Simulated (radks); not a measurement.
Question: The thulium ion Tm37+, 32 electrons, occupied as [Ar] 3d10 4s2 4p2. All-electron calculation, Dirac Kohn-Sham, PBE, spin-unpolarised, spherical densities, finite nucleus; open shells fill j = l - 1/2 first; Fermi nuclear charge, rms radius 5.2256 fm. Program: a radial shooting solver on a logarithmic mesh with Libxc functionals. Some entries of the table are withheld. Estimate them.

orbital  occ.  eigenvalue (hartree)  <1/r> (bohr^-1)
1s1/2       2             -2235.008            79.07
2s1/2       2                   (1)            19.08
2p1/2       2             -408.5828            19.05
2p3/2       4             -372.4585            16.44
3s1/2       2             -138.4966            7.096
3p1/2       2                   (2)            7.014
3p3/2       4                   (3)            6.350
3d3/2       4                   (4)              (5)
3d5/2       6                   (6)              (7)
4s1/2       2             -65.07886            3.403
4p1/2       2                   (8)            3.338
4p3/2       0                   (9)            3.118

Answer: 
(1) 2s1/2 eigenvalue (hartree): -425.5149
(2) 3p1/2 eigenvalue (hartree): -131.1479
(3) 3p3/2 eigenvalue (hartree): -123.2514
(4) 3d3/2 eigenvalue (hartree): -110.9328
(5) 3d3/2 <1/r> (bohr^-1): 6.232
(6) 3d5/2 eigenvalue (hartree): -109.1832
(7) 3d5/2 <1/r> (bohr^-1): 6.070
(8) 4p1/2 eigenvalue (hartree): -61.98169
(9) 4p3/2 eigenvalue (hartree): -59.46382
